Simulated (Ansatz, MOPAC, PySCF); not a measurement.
Molecule: CaCl, net charge 1, singlet state. SMILES: [Cl][Ca+]
Geometry from a B3LYP-D3(BJ)/def2-TZVP (Ansatz, an electronic-structure program) optimisation:
```
Ca
Cl 1 2.3310
```
Charge +1, spin multiplicity 1.

Quantity: vertical electron affinity to the doublet, in eV. Terms: each state is the SCF solution reached for its charge and spin; non-relativistic; PM7 with its own dispersion and hydrogen-bond terms; valence correlation only (noble-gas shells and the d and f shells of earlier blocks; the outer core of K, Ca and congeners matters and is frozen too); no spin-orbit coupling; open shells spin-unrestricted; 6-311+G** with 5d, 6d on Na to Ar in Ansatz; LANL2DZ with its own core potentials from Na on; six Cartesian d functions in 6-31G* and its kin unless marked 5d. First-principles rows: single points at B3LYP-D3(BJ) geometries (Ansatz). Semi-empirical rows: differences of heats of formation at the shared geometry for vertical values. The spin state of an ion or metal species was assumed, not searched.

```json
[
 {"level": "AM1", "program": "MOPAC", "vertical electron affinity to the doublet (eV)": "6.75"},
 {"level": "PM3", "program": "MOPAC", "vertical electron affinity to the doublet (eV)": "7.07"},
 {"level": "PM6", "program": "MOPAC", "vertical electron affinity to the doublet (eV)": "6.51"},
 {"level": "PM7", "program": "MOPAC", "vertical electron affinity to the doublet (eV)": "6.90"},
 {"level": "PBE/6-311+G**", "program": "Ansatz", "vertical electron affinity to the doublet (eV)": "5.94"},
 {"level": "B3LYP/3-21G", "program": "Ansatz", "vertical electron affinity to the doublet (eV)": "6.67"},
 {"level": "B3LYP/6-31G*", "program": "Ansatz", "vertical electron affinity to the doublet (eV)": "6.02"},
 {"level": "B3LYP/6-311+G**", "program": "Ansatz", "vertical electron affinity to the doublet (eV)": "6.08"},
 {"level": "MP2/6-31G* with LANL2DZ past Ar", "program": "Ansatz", "vertical electron affinity to the doublet (eV)": "6.16"},
 {"level": "MP2/6-311+G**", "program": "Ansatz", "vertical electron affinity to the doublet (eV)": "5.70"},
 {"level": "M06-2X/def2-TZVPD", "program": "PySCF", "vertical electron affinity to the doublet (eV)": "6.01"},
 {"level": "wB97M-V/def2-TZVPD", "program": "Ansatz", "vertical electron affinity to the doublet (eV)": "5.78"},
 {"level": "wB97X-V/def2-TZVPD", "program": "Ansatz", "vertical electron affinity to the doublet (eV)": "5.78"}
]
```

No value to compare with is used here. The 10 habitual levels span 5.70 (MP2/6-311+G**) to 7.07 eV (PM3); M06-2X/def2-TZVPD gives 6.01.

The levels are drawn from those run, B3LYP/6-31G* more often than the rest, none by its result; runs whose electronic state is in doubt are left out.
